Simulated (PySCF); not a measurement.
Sn(Me)(NH2)3 (CH9N3Sn), SMILES [NH2][Sn]([NH2])([NH2])[CH3].

Geometry: B3LYP-D3(BJ)/def2-SVP. The def2 effective core potentials stand for the cores of Sn; spin–orbit coupling is left out. Other conformers were not sampled.

Method: B3LYP-D3(BJ)/def2-SVP (PySCF).

Frequencies are harmonic and unscaled.

Problem. Give all harmonic wavenumbers and intensities. (An estimate is asked for; the answer gives what the named calculation found.)

Solution. 
| mode | ν (cm⁻¹) | IR (km/mol) | moving atoms (share of kinetic energy) |
|---|---|---|---|
| 1 | 12 | 0.3 | H 99 % |
| 2 | 110 | 11.5 | H 95 % |
| 3 | 131 | 1.3 | N 38 %, C 29 %, H 29 % |
| 4 | 134 | 2.8 | H 49 %, N 42 %, C 8 % |
| 5 | 146 | 5.2 | H 46 %, N 41 %, Sn 11 % |
| 6 | 148 | 1.5 | H 32 %, N 28 %, C 25 %, Sn 15 % |
| 7 | 172 | 15.0 | N 55 %, H 23 %, Sn 19 % |
| 8 | 203 | 62.0 | H 65 %, N 30 % |
| 9 | 240 | 9.6 | H 67 %, N 32 % |
| 10 | 503 | 4.3 | C 49 %, N 29 %, H 20 % |
| 11 | 511 | 348.8 | H 52 %, N 44 % |
| 12 | 525 | 24.1 | N 57 %, H 35 % |
| 13 | 538 | 166.3 | N 41 %, H 33 %, C 17 %, Sn 9 % |
| 14 | 601 | 0.0 | N 47 %, H 42 %, Sn 11 % |
| 15 | 619 | 76.8 | H 55 %, N 36 %, Sn 9 % |
| 16 | 621 | 5.3 | H 59 %, N 37 % |
| 17 | 729 | 17.6 | H 87 %, C 12 % |
| 18 | 732 | 35.9 | H 83 %, C 14 % |
| 19 | 801 | 15.3 | H 87 % |
| 20 | 846 | 47.9 | H 87 %, N 10 % |
| 21 | 851 | 17.5 | H 88 %, N 11 % |
| 22 | 1205 | 2.5 | H 82 %, C 18 % |
| 23 | 1434 | 1.1 | H 95 % |
| 24 | 1440 | 2.1 | H 95 % |
| 25 | 1533 | 29.1 | H 91 %, N 9 % |
| 26 | 1535 | 0.2 | H 91 %, N 9 % |
| 27 | 1537 | 5.9 | H 92 %, N 8 % |
| 28 | 3047 | 7.3 | H 98 % |
| 29 | 3154 | 4.2 | H 90 %, C 10 % |
| 30 | 3158 | 4.3 | H 90 %, C 10 % |
| 31 | 3497 | 4.1 | H 96 % |
| 32 | 3497 | 2.0 | H 96 % |
| 33 | 3505 | 5.7 | H 96 % |
| 34 | 3591 | 5.8 | H 92 %, N 8 % |
| 35 | 3591 | 3.3 | H 92 %, N 8 % |
| 36 | 3600 | 7.0 | H 92 %, N 8 % |
